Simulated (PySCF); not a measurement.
N⁺ (nitrogen, charge +1) across methods

[He] 2s1 2p2 3d1, one real determinant (an excited configuration). All numbers are calculated (PySCF 2.14, the non-relativistic Hamiltonian (point nucleus), in aug-cc-pVTZ with one added diffuse shell each of s, p, d, f type (6s5p4d3f, 62 functions)).

```
 method  E (hartree)  mean ε 2s α (eV)  mean ε 2p α (eV)  mean ε 3d α (eV)  Σ⟨r²⟩ (bohr²)   ⟨S²⟩
  B97-3     -52.9568           -47.213           -35.150            -5.590          28.75  6.000
r2SCANh     -52.9623           -46.402           -34.425            -5.161          28.97  6.000
    LDA     -52.4955           -43.634           -32.344            -5.004          27.72  6.000
    PBE     -52.9120           -43.959           -32.509            -5.140          27.98  6.000
   MN15     -52.9089           -46.589           -35.237            -5.132          27.02  6.000
   BP86     -52.9661           -44.030           -32.546            -5.252          28.10  6.000
 r2SCAN     -52.9636           -45.343           -33.526            -5.015          28.94  6.000
   PBE0     -52.9218           -47.064           -35.084            -5.512          28.52  6.000
```

Task: Estimate the same row for UHF.

Result: E (hartree) = -52.86071; mean ε 2s α (eV) = -55.953; mean ε 2p α (eV) = -42.378; mean ε 3d α (eV) = -6.348; Σ⟨r²⟩ (bohr²) = 30.12; ⟨S²⟩ = 6.000.

⟨L²⟩ = 7.98 against 12 for a pure F term, so this real determinant mixes terms. The outer electron is Rydberg-like, and this basis confines it to a smaller radius and binds it less than a complete one would.
